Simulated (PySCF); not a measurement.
# CuF + HF → CuH + F₂

Level: B3LYP in the def2-SVP basis family, all electrons, no relativity, computed in PySCF with density fitting; open shells unrestricted.

```
species         state and structure       E (Eh)  ZPE (kJ/mol)  H(298 K) − H(0) (kJ/mol)  S° (J/(mol K))
    CuF  singlet, C∞v, Cu–F 1.751 Å  -1740.07163           3.7                       9.1           226.3
     HF   singlet, C∞v, H–F 0.925 Å   -100.35323          24.4                       8.7           173.7
    CuH  singlet, C∞v, Cu–H 1.471 Å  -1640.88698          11.0                       8.7           196.3
     F₂   singlet, D∞h, F–F 1.395 Å   -199.34405           6.2                       8.8           202.2
```

(1) What is the electronic reaction energy?

(2) Add zero-point, thermal and entropy terms for 298.15 K and 1 bar.

Results:

(1) At B3LYP/def2-SVP, ΔE = 508.9 kJ/mol from the differences of the total energies times 2625.5, uphill. 

(2) ΔZPE = -10.9 and Δ[H(298) − H(0)] = -0.3 kJ/mol give ΔH° = 497.7 kJ/mol. ΔS° = -1.5 J/(mol K), so ΔG° = 497.7 − 298.15 × (-0.0015) = 498 kJ/mol.

The structures come from searches over a few start shapes, so lower isomers are not excluded.
